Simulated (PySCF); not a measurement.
**Structure from NMR data**

Molecular formula: C$_{5}$H$_{4}$ClFO. Simulated spectra:

$^{1}$H NMR (300 MHz, computed): δ 6.75 (m, 1H), 6.59 (m, 1H), 6.48 (m, 1H), 5.71 (m, 1H).

$^{13}$C{$^{1}$H} NMR (computed): δ 164.6 (C), 156.9 (CH), 119.3 (CH), 110.0 (CH), 93.4 (CH).

In vacuum, a single conformation, no relativistic terms. Geometry: GFN2-xTB; PBE0/pcSseg-1 with gauge-including orbitals; PySCF.

Scale: $^{1}$H, $^{13}$C vs TMS (reference shieldings calculated alike).

Choose the structure that fits.
A. C/C(=C\Cl)C(F)=C=O
B. F[C@@H]1C=CO/C1=C/Cl
C. FC1=COC(Cl)=CC1

Answers

B. 

- The formula gives 3 degrees of unsaturation (1 ring in the answer).
- 5 carbon signals for 5 carbons: no two carbons are equivalent.
- Carbon types of the structure: 1 × C, 4 × CH, which accounts for all hydrogens.
- δC 164.6, 156.9: alkene carbon bearing oxygen; an sp2 carbon further deshielded by the attached heteroatom.
- δC 119.3, 110.0: β carbon of an enol-ether or enamine type C=C.
- δC 93.4: allylic sp3 CH bonded to F; deshielded by the electronegative neighbour.
- δH 6.75: hydrogen on an alkene carbon bearing oxygen; olefinic region.
- δH 6.59: hydrogen on an allylic sp3 CH bonded to F; its carbon carries F, which withdraws density.

The others: C/C(=C\Cl)C(F)=C=O would give 2 signals for carbon-bound and other non-exchanging H, not 4; FC1=COC(Cl)=CC1 would give 3 signals for carbon-bound and other non-exchanging H, not 4.

Carbons that carry Cl, above all several Cl atoms, come out too deshielded, partly because spin–orbit coupling is missing. Splittings by $^{19}$F in the carbon and heteronuclear signals aren't shown, as no couplings were computed. Shifts are as computed. Against solution values, carbons near 30 ppm lie about +3 ppm off and those near 130 ppm about +5 ppm; carbons on Cl a further +6 ppm. Of 1211 compounds with measured shifts, 218 miss one by over three times the rms of a fit or turn the order of signals round; such compounds aren't used in these exercises. Multiplicities follow the n + 1 count of equivalent neighbours, as no J values were calculated; m marks all less simple cases, F and P coupling included.
